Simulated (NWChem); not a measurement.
Species: C2H8OSi; SMILES C[C@@H](O)[SiH3]

```xyz
12

C     -1.1489     1.2757     0.1480
C      0.0321     0.5004    -0.4038
O      1.2108     1.0794     0.1375
Si    -0.0296    -1.3566     0.0429
H     -1.0504     2.3425    -0.1080
H     -2.0995     0.9051    -0.2644
H     -1.1906     1.1984     1.2456
H      0.0211     0.5962    -1.5102
H      1.9737     0.6730    -0.2866
H     -0.1340    -1.5215     1.5240
H      1.2444    -1.9950    -0.4199
H     -1.1784    -2.0556    -0.6158
```
Atoms are numbered in this order, from 1.

Level: PBE0/def2-SVP (NWChem), optimised geometry, unscaled harmonic frequencies. 

```tsv
frequency (cm⁻¹)	IR intensity (km/mol)
167	2.3
207	2.9
238	0.3
281	27.8
321	110.7
402	10.0
572	17.3
632	27.7
718	24.8
914	188.3
929	35.5
939	38.7
944	46.0
1009	10.3
1065	37.0
1142	36.1
1262	29.7
1284	57.7
1363	8.7
1405	5.0
1449	6.4
1477	3.7
2214	91.1
2221	122.1
2241	91.6
2986	38.7
3054	16.6
3148	12.5
3160	11.3
3883	38.5
```

| Property | Value |
|---|---|
| zero-point energy | 59.5 kcal/mol |
| thermal correction to the enthalpy at 298.15 K (with zero-point energy) | 64.1 kcal/mol |
| heat capacity Cv | 22.6 cal/(mol K) |
| entropy at 298.15 K and 1 atm (symmetry number 1) | 76.6 cal/(mol K) |
| dipole moment | 1.19 D |

Rigid rotor and harmonic oscillator.
